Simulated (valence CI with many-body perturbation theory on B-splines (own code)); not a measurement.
## Energy levels of Ho LXII

Method: configuration interaction combined with many-body perturbation theory (CI+MBPT): four valence electrons over a frozen Dirac-Fock core [He], a basis of 11 s, 11 p, 10 d, 8 f, 5 g, 2 h functions for each j, with the one-electron correlation potential Σ1, the two-electron term Σ2, the three-electron term Σ3, Breit, model QED; selected CI, second order for the rest, scaled by the run's own slope (own B-spline code, finite nucleus).

The last digits are not significant, and no measured levels were compared; by estimate large intervals hold to a few tenths of a per cent, small ones and those within an open d or f shell to about a per cent. Among the levels kept, up to 910 cm⁻¹ of a level comes from second order outside the variational space, and about a tenth of that is noise between levels of different J, which matters for small intervals.

Levels 46 to 90 of 209, with energies above the lowest level, (2s^2 2p1/2^2) J=0. "Leading %" is the weight of the configuration and term that name the level; weights of strongly mixed levels are sums over their largest components and can fall short. In the jj column 3d3/2^4 stands for four electrons in 3d with j = 3/2. Lifetimes count E1, E2, E3, M1 and M2 decay at the calculated energies, and are blank where another channel may lead or the interval is too uncertain; long ones can be off by a factor of two.

```
No.  Configuration  Term  J  E (× 10³ cm⁻¹)  Leading %  Lifetime                    Leading jj    Second component
 46      2s 2p2 3s    3P  1           75578         66   5.26 fs      2s 2p1/2 2p3/2 3s (98 %)   20 % 2s 2p2 3s 5P
 47      2s 2p2 3s    3D  3           75668         62   9.60 fs      2s 2p1/2 2p3/2 3s (98 %)   38 % 2s 2p2 3s 5P
 48      2s 2p2 3s    3P  2           75856         38   5.40 fs      2s 2p1/2 2p3/2 3s (99 %)   36 % 2s 2p2 3s 3D
 49      2s 2p2 3p   5P°  1           76016         39   8.66 fs  2s 2p1/2 2p3/2 3p1/2 (100 %)  31 % 2s 2p2 3p 5D°
 50      2s 2p2 3p   5D°  2           76099         46   4.47 fs  2s 2p1/2 2p3/2 3p1/2 (100 %)  19 % 2s 2p2 3p 3D°
 51      2s 2p2 3s    3P  0           76239         98   4.80 fs      2s 2p1/2 2p3/2 3s (98 %)                    
 52      2s 2p2 3s    1P  1           76246         44   5.08 fs      2s 2p1/2 2p3/2 3s (97 %)   41 % 2s 2p2 3s 3D
 53      2s 2p2 3s    3P  1           76291         70   11.1 fs      2s 2p1/2 2p3/2 3s (99 %)   18 % 2s 2p2 3s 3D
 54      2s 2p2 3s    1D  2           76314         39   9.80 fs      2s 2p1/2 2p3/2 3s (98 %)   33 % 2s 2p2 3s 3P
 55      2s 2p2 3p   3D°  3           76336         33   3.00 fs   2s 2p1/2 2p3/2 3p1/2 (99 %)  27 % 2s 2p2 3p 3F°
 56      2s 2p2 3p   3P°  2           76601         42   5.06 fs   2s 2p1/2 2p3/2 3p1/2 (99 %)  17 % 2s 2p2 3p 3D°
 57      2s 2p2 3p   3P°  0           76833         49   2.84 fs   2s 2p1/2 2p3/2 3p1/2 (98 %)  26 % 2s 2p2 3p 5D°
 58      2s 2p2 3p   3D°  1           76841         59   3.04 fs   2s 2p1/2 2p3/2 3p1/2 (98 %)  15 % 2s 2p2 3p 3P°
 59      2s2 2p 3p    3D  3           76846         98    129 fs       2s^2 2p3/2 3p3/2 (98 %)                    
 60      2s2 2p 3p    1P  1           76855         52   60.9 fs       2s^2 2p3/2 3p3/2 (95 %)   37 % 2s2 2p 3p 3S
 61      2s 2p2 3p   3F°  2           76862         45   4.27 fs   2s 2p1/2 2p3/2 3p1/2 (99 %)  23 % 2s 2p2 3p 1D°
 62      2s2 2p 3p    3P  2           77071         63   99.2 fs       2s^2 2p3/2 3p3/2 (97 %)   34 % 2s2 2p 3p 1D
 63      2s 2p2 3p   3D°  1           77199         29   4.96 fs   2s 2p1/2 2p3/2 3p1/2 (99 %)  28 % 2s 2p2 3p 1P°
 64      2s2 2p 3p    1S  0           77264         66   88.5 fs       2s^2 2p3/2 3p3/2 (97 %)   31 % 2s2 2p 3p 3P
 65      2s2 2p 3d   3D°  2           77499         48   1.04 fs       2s^2 2p3/2 3d3/2 (97 %)  26 % 2s2 2p 3d 1D°
 66      2s2 2p 3d   3F°  3           77560         52   1.09 fs       2s^2 2p3/2 3d3/2 (96 %)  31 % 2s2 2p 3d 1F°
 67      2s2 2p 3d   3P°  1           77590         56    858 as       2s^2 2p3/2 3d3/2 (97 %)  37 % 2s2 2p 3d 3D°
 68      2s2 2p 3d   3P°  0           77615         98   1.12 fs       2s^2 2p3/2 3d3/2 (98 %)                    
 69      2s2 2p 3d   3F°  4           77982         97   7.41 ps       2s^2 2p3/2 3d5/2 (97 %)                    
 70      2s2 2p 3d   3P°  2           78078         45   1.30 fs       2s^2 2p3/2 3d5/2 (96 %)  38 % 2s2 2p 3d 1D°
 71      2s 2p2 3p   5D°  3           78169         40   2.16 fs   2s 2p1/2 2p3/2 3p3/2 (75 %)  22 % 2s 2p2 3p 5P°
 72         2p3 3s   3P°  2           78187         38   7.62 fs       2p1/2^2 2p3/2 3s (78 %)     19 % 2p3 3s 5S°
 73      2s 2p2 3p   5P°  1           78196         19   4.08 fs   2s 2p1/2 2p3/2 3p3/2 (61 %)  15 % 2s 2p2 3p 3S°
 74      2s2 2p 3d   3D°  3           78218         46    783 as       2s^2 2p3/2 3d5/2 (71 %)  26 % 2s2 2p 3d 1F°
 75      2s2 2p 3d   1P°  1           78296         56    945 as       2s^2 2p3/2 3d5/2 (90 %)  23 % 2s2 2p 3d 3P°
 76      2s 2p2 3p   3P°  1           78331         16   3.51 fs   2s 2p1/2 2p3/2 3p3/2 (54 %)     13 % 2p3 3s 1P°
 77      2s 2p2 3p   3D°  2           78390         43   4.52 fs   2s 2p1/2 2p3/2 3p3/2 (92 %)  17 % 2s 2p2 3p 5P°
 78      2s 2p2 3p   3P°  0           78475         80   2.63 fs   2s 2p1/2 2p3/2 3p3/2 (99 %)  14 % 2s 2p2 3p 5D°
 79      2s 2p2 3p   3F°  4           78494         60    514 fs   2s 2p1/2 2p3/2 3p3/2 (97 %)  38 % 2s 2p2 3p 5D°
 80      2s 2p2 3p   3P°  2           78627         47   6.11 fs   2s 2p1/2 2p3/2 3p3/2 (89 %)  15 % 2s 2p2 3p 1D°
 81      2s 2p2 3p   3D°  3           78683         52   4.39 fs   2s 2p1/2 2p3/2 3p3/2 (99 %)  26 % 2s 2p2 3p 1F°
 82      2s 2p2 3p   1P°  1           78750         33   2.94 fs   2s 2p1/2 2p3/2 3p3/2 (85 %)  14 % 2s 2p2 3p 3S°
 83      2s 2p2 3d    5F  2           78766         40   1.89 fs   2s 2p1/2 2p3/2 3d3/2 (89 %)   16 % 2s 2p2 3d 3P
 84      2s 2p2 3d    5D  1           78784         37   1.91 fs   2s 2p1/2 2p3/2 3d3/2 (84 %)   19 % 2s 2p2 3d 5F
 85      2s 2p2 3d    5D  0           78806         83   13.5 fs  2s 2p1/2 2p3/2 3d3/2 (100 %)   16 % 2s 2p2 3d 3P
 86      2s 2p2 3d    5F  3           78854         51   3.22 fs   2s 2p1/2 2p3/2 3d3/2 (97 %)   16 % 2s 2p2 3d 3F
 87         2p3 3p    3P  1           78855         18   1.63 fs    2p1/2^2 2p3/2 3p1/2 (74 %)      15 % 2p3 3p 5P
 88         2p3 3p    3D  2           78871         20   1.63 fs    2p1/2^2 2p3/2 3p1/2 (80 %)      16 % 2p3 3p 3F
 89      2s 2p2 3p   3D°  2           79071         37   4.84 fs   2s 2p1/2 2p3/2 3p3/2 (96 %)  24 % 2s 2p2 3p 3P°
 90      2s 2p2 3p   3D°  3           79080         45   6.35 fs   2s 2p1/2 2p3/2 3p3/2 (99 %)  35 % 2s 2p2 3p 3F°
```
